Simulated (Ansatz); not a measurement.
Basis-set series for GeH$_{6}$O$_{2}$Si (`O[SiH2][O][GeH3]`). Total charge 0; spin multiplicity 1. Geometry: relaxed with PBE0-D4/def2-TZVP. It is one conformer, not always the lowest.

| functional | basis | functions | energy (Eh) | HOMO (eV) | LUMO (eV) |
| --- | --- | --- | --- | --- | --- |
| PBE0-D4 | def2-TZVPP | 236 | -2520.19234 | -8.54 | 0.07 |
| PBE0-D4 | def2-QZVPP | 453 | -2520.25747 | -8.56 | -0.17 |
| ωB97M-V | def2-TZVPP | 236 | -2520.54604 | -10.83 | 1.80 |
| ωB97M-V | def2-QZVPP | 453 | -2520.60871 | -10.85 | 1.32 |

**Question.** Give the rows for def2-SVP. (An estimate is asked.)

**Answer.** Ansatz gave: 
```json
{"functional": "PBE0-D4", "basis": "def2-SVP", "functions": "108", "energy (Eh)": "-2519.62577", "HOMO (eV)": "-8.42", "LUMO (eV)": "0.38"}
{"functional": "ωB97M-V", "basis": "def2-SVP", "functions": "108", "energy (Eh)": "-2519.97488", "HOMO (eV)": "-10.66", "LUMO (eV)": "2.26"}
```

Positive LUMOs are unbound and depend on the basis. Scalar relativity is left out up to krypton.
